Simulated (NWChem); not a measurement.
Species: SiHOF3; SMILES O[Si](F)(F)F

```xyz
6

O      1.1282    -1.1693     0.0000
Si    -0.0021    -0.0112     0.0000
F      0.0991     0.9385    -1.2798
F     -1.4267    -0.7169     0.0000
F      0.0991     0.9385     1.2798
H      2.0593    -0.9312     0.0000
```
Atoms are numbered in this order, from 1.

All runs: NWChem. Geometry: optimised at PBE0/def2-SVP. Ions are spin-unrestricted doublets at the neutral geometry; other ion states weren't tried.

### Question
Estimate the computed values for PBE/def2-SVP. Quantities: vertical ionisation energy, ΔSCF (eV); −ε(HOMO) (eV).

### Answer
```yaml
vertical ionisation energy, ΔSCF (eV): 12.71
"−ε(HOMO) (eV)": 8.49
```
